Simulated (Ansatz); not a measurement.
`[AlH2][AlH][SeH]` + `N[SiH3]` → `[AlH2][NH][SiH3]` + `[AlH2][SeH]` at 700 K and 1 bar (cleavage of the Al–Al bond).

Computed with Ansatz on PBE0-D4/def2-TZVP structures; ΔE is electronic, products minus reactants. CCSD(T)/CBS adds triple-zeta CCSD(T) − MP2 to the extrapolated MP2 energy (def2 sets, frozen cores). This one scheme is used for every species. For Se outer-core shells are correlated without core-valence functions, which leaves a few kJ/mol of doubt a bond. Scalar relativity is left out up to krypton. One conformer a species, not always the lowest.

```csv
species,CCSD(T)/CBS energy (Eh),H − E (kJ/mol),S (J/(mol·K))
`[AlH2][AlH][SeH]`,-2887.14851,141.9,451.9
`N[SiH3]`,-346.80422,180.7,336.3
`[AlH2][NH][SiH3]`,-589.44550,212.2,417.7
`[AlH2][SeH]`,-2644.54675,100.7,345.3
```

H − E and S are ideal-gas, rigid-rotor, harmonic terms from PBE0-D4/def2-TZVP, for one conformer and one mirror image of each species. 1 Eh = 2625.50 kJ/mol, R = 8.31446 J/(mol·K).

Problem. By hand: ΔE, ΔH, ΔS and ΔG.

Solution. ΔE = (-589.44550) + (-2644.54675) − (-2887.14851) − (-346.80422) = -0.03952 Eh = -103.8 kJ/mol. Δ(H − E) = 212.2 + 100.7 − 141.9 − 180.7 = -9.7, so ΔH = -113.5 kJ/mol. ΔS = 417.7 + 345.3 − 451.9 − 336.3 = -25.2 J/(mol·K). ΔG = -113.5 − 700 × (-25.2)/1000 = -95.9 kJ/mol.

Problem. By hand: the equilibrium constant, and the temperature at which ΔG would vanish if ΔH and ΔS stayed fixed.

Solution. log₁₀ K = −ΔG/(RT ln 10) = 7.2. ΔG = 0 at ΔH/ΔS = 4504 K, far beyond where these terms or the molecules hold.

ΔH outweighs TΔS. A doubt of 5 kJ/mol in ΔE shifts log₁₀ K by 0.4 here. Other conformers and mirror images would add mixing entropy, several J/(mol·K) or more a flexible species. These are equilibria of isolated gas molecules and say nothing of rates. Largest T1 diagnostic: 0.011 (customary marks: 0.02 for closed shells, 0.045 for open ones).
